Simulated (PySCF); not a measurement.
A calculated (M06-L, PySCF 2.14, 6-31G*, the non-relativistic Hamiltonian (point nucleus)) atom or ion has these occupied shells.

| shell | electrons | orbital energy (eV) | rms radius, mean of both spins (bohr) |
| --- | --- | --- | --- |
| 1s α | 1 | -2410.5 | 0.113 |
| 1s β | 1 | -2410.1 | 0.113 |
| 2s α | 1 | -216.09 | 0.520 |
| 2s β | 1 | -215.89 | 0.520 |
| 2p α | 3 | -159.24 | 0.494 |
| 2p β | 3 | -158.86 | 0.494 |
| 3s α | 1 | -18.889 | 1.85 |
| 3s β | 1 | -16.010 | 1.85 |
| 3p α | 3 | -7.971 | 2.22 |
| 3p β | 1 | -6.109 | 2.22 |

Question: Name the element and its charge.

Answer: S (sulfur, neutral), in [Ne] 3s2 3p4, high-spin 3P determinant.
